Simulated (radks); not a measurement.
Results of a calculation; reference values are marked as such.
Ionisation of the thallium ion Tl+, [Hg], to Tl2+, [Xe] 4f14 5d10 6s1, under several functionals. Scalar-relativistic Kohn-Sham, spin-polarised, spherical densities, finite nucleus; open shells are filled with parallel spins first (spin-orbit coupling, left out, can overturn this in heavy ions); a radial shooting solver on a logarithmic mesh with Libxc functionals.

functional                                        E(Tl+) (hartree)  Exc (hartree)  IE (eV)  -e(HOMO) (eV)  <r> HOMO (bohr)  IE error (eV)
exchange-only PBE                                      -20235.5857      -373.0917   19.662         15.434            2.425         -0.766
LDA (Slater exchange, Perdew-Zunger correlation)       -20229.5495      -367.1558   21.004         16.682            2.378         +0.575
HCTH/407                                               -20251.9480      -389.9669   20.657         16.362            2.387         +0.228
OLYP                                                   -20247.5615      -385.3973   20.230         16.017            2.393         -0.198
exchange-only r2SCAN                                   -20237.8990      -373.7134   19.159         15.429            2.406         -1.269
exchange-only LDA                                      -20221.0856      -358.6078   19.616         15.437            2.403         -0.812
PBE                                                    -20240.5032      -378.0755   20.540         16.300            2.389         +0.112
PBEsol                                                 -20235.0341      -372.6171   20.580         16.368            2.379         +0.151
revPBE                                                 -20240.9099      -378.4894   20.394         16.189            2.388         -0.035
LDA (Slater exchange, VWN5 correlation)                -20229.5755      -367.1821   20.984         16.679            2.377         +0.556
r2SCAN                                                 -20242.8632      -378.7399   20.383         16.537            2.372         -0.045

NIST Atomic Spectra Database: 20.428 eV (measured). Closest: revPBE. The Delta-SCF values span 1.84 eV, the total energies 30.86 hartree. The highest occupied level is 6s.
